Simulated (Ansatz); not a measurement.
Cost and result for the atomization energy of C₃H₆OSi, SMILES `C[Si]1(O)C=C1` (11 atoms, 11 bonds).

| atom | x (Å) | y (Å) | z (Å) |
| --- | --- | --- | --- |
| C1 | 1.607 | 0.448 | 0.456 |
| Si2 | 0.020 | -0.205 | -0.233 |
| O3 | 0.463 | -1.248 | -1.426 |
| C4 | -1.551 | 0.660 | -0.223 |
| C5 | -1.522 | -0.350 | 0.671 |
| H6 | 2.182 | 0.953 | -0.324 |
| H7 | 2.220 | -0.369 | 0.844 |
| H8 | 1.410 | 1.155 | 1.262 |
| H9 | -0.251 | -1.682 | -1.895 |
| H10 | -2.319 | 1.375 | -0.500 |
| H11 | -2.260 | -0.737 | 1.367 |

Total charge 0; spin multiplicity 1. All single points use the PBE0-D4/def2-TZVP geometry. It is one conformer, not always the lowest. Program: Ansatz. All runs use 4 threads of an Arm Neoverse V2 on a shared host. Times are those of one run each, without the atoms' runs, and a repeat can differ threefold. Electronic energies, without spin–orbit coupling; frozen cores. CCSD(T)/CBS adds CCSD(T) − MP2 in def2-TZVPP to the MP2 limit, and its time is that of the two runs behind it. T1 = 0.011. B3LYP takes the VWN-RPA correlation (the form of Gaussian; ORCA's B3LYP/G).

CCSD(T)/CBS is a level of theory with its own doubt, some kJ/mol a heavy atom from the limit and from the frozen cores, so smaller differences don't rank the functionals.

```
                             level  functions  wall time
            LDA (SPW92)/def2-TZVPP        250      1.2 s
   PBE-D4/def2-TZVPP (with forces)        250      2.5 s
                PBE0-D4/def2-TZVPP        250      2.9 s
           CAM-B3LYP-D4/def2-TZVPP        250      3.4 s
 B3LYP-D4/def2-TZVPP (with forces)        250      4.5 s
                  CCSD(T)/def2-SVP        104      4.5 s
r2SCAN-D4/def2-TZVPP (with forces)        250      4.9 s
               PBE-QIDH/def2-TZVPP        250      5.5 s
                ωB97X-V/def2-TZVPP        250      7.5 s
  ωB97M-V/def2-TZVPP (with forces)        250       11 s
                    MP2/def2-QZVPP        478       22 s
                CCSD(T)/def2-TZVPP        250    2.2 min
                 CCSD(T)/CBS(def2)          –    2.6 min
```

(1) What atomization energy does each give, and how far from CCSD(T)/CBS? (An estimate is asked.)

Results:

(1) The calculation gave: 
```json
{"level": "LDA (SPW92)/def2-TZVPP", "atomization (kJ/mol)": "5086.1", "difference from CCSD(T)/CBS": "634.1", "per bond": "57.6"}
{"level": "PBE-D4/def2-TZVPP (with forces)", "atomization (kJ/mol)": "4543.5", "difference from CCSD(T)/CBS": "91.5", "per bond": "8.3"}
{"level": "PBE0-D4/def2-TZVPP", "atomization (kJ/mol)": "4466.4", "difference from CCSD(T)/CBS": "14.4", "per bond": "1.3"}
{"level": "CAM-B3LYP-D4/def2-TZVPP", "atomization (kJ/mol)": "4458.9", "difference from CCSD(T)/CBS": "6.9", "per bond": "0.6"}
{"level": "B3LYP-D4/def2-TZVPP (with forces)", "atomization (kJ/mol)": "4438.1", "difference from CCSD(T)/CBS": "-13.9", "per bond": "-1.3"}
{"level": "CCSD(T)/def2-SVP", "atomization (kJ/mol)": "4183.8", "difference from CCSD(T)/CBS": "-268.2", "per bond": "-24.4"}
{"level": "r2SCAN-D4/def2-TZVPP (with forces)", "atomization (kJ/mol)": "4468.7", "difference from CCSD(T)/CBS": "16.7", "per bond": "1.5"}
{"level": "PBE-QIDH/def2-TZVPP", "atomization (kJ/mol)": "4436.6", "difference from CCSD(T)/CBS": "-15.4", "per bond": "-1.4"}
{"level": "ωB97X-V/def2-TZVPP", "atomization (kJ/mol)": "4457.5", "difference from CCSD(T)/CBS": "5.5", "per bond": "0.5"}
{"level": "ωB97M-V/def2-TZVPP (with forces)", "atomization (kJ/mol)": "4467.8", "difference from CCSD(T)/CBS": "15.8", "per bond": "1.4"}
{"level": "MP2/def2-QZVPP", "atomization (kJ/mol)": "4496.8", "difference from CCSD(T)/CBS": "44.8", "per bond": "4.1"}
{"level": "CCSD(T)/def2-TZVPP", "atomization (kJ/mol)": "4334.2", "difference from CCSD(T)/CBS": "-117.8", "per bond": "-10.7"}
{"level": "CCSD(T)/CBS(def2)", "atomization (kJ/mol)": "4452.0", "difference from CCSD(T)/CBS": "0.0", "per bond": "0.0"}
```

Leaving LDA and LC-ωPBE aside and taking each functional with its dispersion term where it has one, the values, not all of them listed here, spread over 232.2 kJ/mol, from BHLYP-D4 to PBE-D4. LDA lies +564.7 kJ/mol from PBE without D4, its usual overbinding. At CCSD(T), def2-SVP lies −268.2 kJ/mol from the extrapolated value and def2-TZVPP −117.8 kJ/mol: correlation converges slowly with the basis, and small sets miss more of it in the bonded molecule than in its fragments. The D4 term adds +35.6 kJ/mol with B3LYP and +18.7 kJ/mol with PBE0; it sums over pairs of atoms, weighted by their polarisabilities, and B3LYP, whose exchange is more repulsive, gets the larger term.
